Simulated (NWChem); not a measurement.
SnH$_{2}$Br$_{2}$; SMILES [Br][SnH2][Br]

This build's default masses of Se (78.918 u) and Br (79.917 u) are each other's, which moves their modes by up to 0.6 %. def2 effective core potentials on Sn; no spin-orbit coupling.

**Question.** Give the equilibrium geometry at PBE0/def2-SVP with def2 effective core potentials on Sn (NWChem) as a list of bonds and angles, with the point group.

**Answer.** point group C2v; any orientation.
Bonds (Å): Sn1–Br2 2.488, Sn1–Br3 2.488, Sn1–H4 1.705, Sn1–H5 1.705. Angles (°): Br2–Sn1–Br3 108.0, Br2–Sn1–H4 107.8, Br2–Sn1–H5 107.8, Br3–Sn1–H4 107.8, Br3–Sn1–H5 107.8, H4–Sn1–H5 117.4.
